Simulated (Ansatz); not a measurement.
Reaction (substitution at a C–Zn bond): `[NH2][Zn][CH2][TeH]` + H₂S → `SC[TeH]` + `[NH2][ZnH]`

Program: Ansatz. Geometries: PBE0-D4/def2-TZVP. ΔE: electronic, gas phase. CCSD(T)/CBS adds triple-zeta CCSD(T) − MP2 to the extrapolated MP2 energy (def2 sets, frozen cores). This one scheme is used for every species. Functionals use def2-TZVPP. def2 core potentials past Kr. For Te, Zn outer-core shells are correlated without core-valence functions, which leaves a few kJ/mol of doubt a bond. Scalar relativity is left out up to krypton. Each species was taken in one conformer, which may not be the lowest.

`[NH2][Zn][CH2][TeH]`:

Cartesian coordinates in Å:
```
N 2.282 -1.004 0.767
Zn 0.805 -0.157 0.138
C -0.794 0.642 -0.592
Te -2.527 -0.446 0.048
H 3.192 -0.711 0.443
H 2.344 -1.211 1.752
H -0.773 0.631 -1.682
H -0.895 1.668 -0.239
H -3.634 0.589 -0.635
```

H₂S:

Z-matrix (Å, degrees):
```
S
H 1 1.341
H 1 1.341 2 92.3
```

`SC[TeH]`:

```xyz
7

S     1.407   -0.994    0.728
C     0.385    0.305    0.029
Te   -1.220   -0.522   -1.151
H     0.457   -1.547    1.500
H    -0.031    0.950    0.799
H     1.035    0.885   -0.622
H    -2.033    0.923   -1.283
```

`[NH2][ZnH]`:

```xyz
5

N     0.059   -0.602   -0.576
Zn   -0.245    0.781    0.562
H    -0.111   -1.550   -0.274
H     0.874   -0.595   -1.171
H    -0.578    1.966    1.459
```

| species | BLYP energy (Eh) |
| --- | --- |
| `[NH2][Zn][CH2][TeH]` | -2143.31501 |
| H₂S | -399.39936 |
| `SC[TeH]` | -706.66019 |
| `[NH2][ZnH]` | -1836.03822 |

Work out ΔE.

ΔE = (-706.66019) + (-1836.03822) − (-2143.31501) − (-399.39936) = 0.01596 Eh = +41.9 kJ/mol. CCSD(T)/CBS gives +50.8 kJ/mol.

Largest T1 diagnostic among the species: 0.016.

In def2-TZVPP, CCSD(T) changes the Hartree–Fock value by +8.7 kJ/mol (the triples alone add +0.2 kJ/mol) and MP2 by +10.6 kJ/mol. At CCSD(T), def2-SVP lies +3.5 kJ/mol from the extrapolated value and def2-TZVPP −0.3 kJ/mol.
